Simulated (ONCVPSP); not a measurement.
## PBEsol ONCV dataset for Se (Z = 34), scalar-relativistic all-electron reference.

ONCVPSP 4.0.1 input, shortened (lines: element, Z, core and valence counts, functional; n l f; lmax; l rc ep ncon nbas qcut; lloc lpopt rc5 dvloc0; l nproj debl; icmod fcfact rcfact), PBEsol, scalar-relativistic:

```
  Se 34.00    3    5  -116133      upf
    1    0    2.00
    2    0    2.00
    2    1    6.00
    3    0    2.00
    3    1    6.00
    3    2   10.00
    4    0    2.00
    4    1    3.00
    2
    0    1.15    0.00    4    7   14.80
    1    0.95    0.00    4    8   17.40
    2    1.05    0.00    5   10   17.50
    4    3    0.80    0.00
    0    2    0.30
    1    3    2.70
    2    1    3.40
    4    0.50    0.00
```

Poles of the logarithmic derivatives, all-electron (AE) and pseudo (PS). s: poles at -7.9 (AE) and -7.9 (PS) Ha. p: poles at -4.7 (AE) and -4.7 (PS) Ha. d: poles at -1.5 (AE) and -1.4 (PS) Ha. Test radii: s 1.17, p 0.96, d 1.07 bohr.

* Cutoffs needed: 117 Ha and 131 Ha (the cutoffs (Ha) at which the residual kinetic energy of the hardest occupied pseudo-wave falls to 1 and 0.1 mHa per electron)
* Ghost test: no bound ghost flagged; no localised positive-energy state flagged
* Largest excitation error: -4.3 meV (all-electron minus pseudo) for 3s2 3p6 3d10 4s2 4p1, out of 4 test configurations
* rms error of d²Exc/dni dnj: 2.67 mHa without and 0.89 mHa with the model core
